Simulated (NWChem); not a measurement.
System: MgF₂; SMILES [F][Mg][F]

Computed with NWChem. Pople sets run with spherical d functions. All runs use the structure optimised with B3LYP/6-31G* (spherical d). Vertical excitations in the gas phase.

What does the run give for Hartree-Fock/6-31+G*, CIS? Quantities: lowest excitation, singlet (eV); oscillator strength of that lowest state; lowest state with f > 0.02, singlet (eV); oscillator strength of that bright state; lowest triplet (eV); orbital gap (eV).


* **lowest excitation, singlet (eV)**: 9.50
* **oscillator strength of that lowest state**: 0.000
* **lowest state with f > 0.02, singlet (eV)**: 9.66
* **oscillator strength of that bright state**: 0.127
* **lowest triplet (eV)**: 9.12
* **orbital gap (eV)**: 15.63
